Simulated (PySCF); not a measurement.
PBE on V⁻ (vanadium, charge -1), [Ar] 3d4 4s2, high-spin 5D determinant. Computed with PySCF 2.14 in aug-cc-pVQZ-DK (9s8p6d4f3g2h, 140 functions), with the spin-free X2C one-electron Hamiltonian (Gaussian nucleus).

```
cycle= 1 E= -948.98074495744  delta_E= -0.0199  |g|= 0.193  |ddm|= 4.49
cycle= 2 E= -948.89653664989  delta_E= 0.0842  |g|= 0.517  |ddm|= 0.779
cycle= 3 E= -948.994233740188  delta_E= -0.0977  |g|= 0.00805  |ddm|= 0.948
cycle= 4 E= -948.994129419067  delta_E= 0.000104  |g|= 0.0139  |ddm|= 0.17
cycle= 5 E= -948.994252030509  delta_E= -0.000123  |g|= 0.00565  |ddm|= 0.0983
cycle= 6 E= -948.99427352341  delta_E= -2.15e-05  |g|= 0.000896  |ddm|= 0.0336
cycle= 7 E= -948.994274179488  delta_E= -6.56e-07  |g|= 7.29e-05  |ddm|= 0.0061
cycle= 8 E= -948.994274186738  delta_E= -7.25e-09  |g|= 1.25e-05  |ddm|= 0.00193
cycle= 9 E= -948.994274187297  delta_E= -5.59e-10  |g|= 4.42e-06  |ddm|= 0.000839
converged SCF energy = -948.994274187297  <S^2> = 6.0593291  2S+1 = 5.0236756
```

Highest occupied orbital energy: 1.927 eV; ⟨L²⟩ = 6.05; populations by l: s 8.00, p 12.00, d 4.00, f 0.00.

Problem. Can this result be used?

Solution. With care. The calculation finished and met its thresholds. At PBE the highest occupied level has a positive energy, so only the finite basis holds that electron; in a semilocal or global hybrid functional this comes from self-interaction and does not mean that the real anion is unbound.
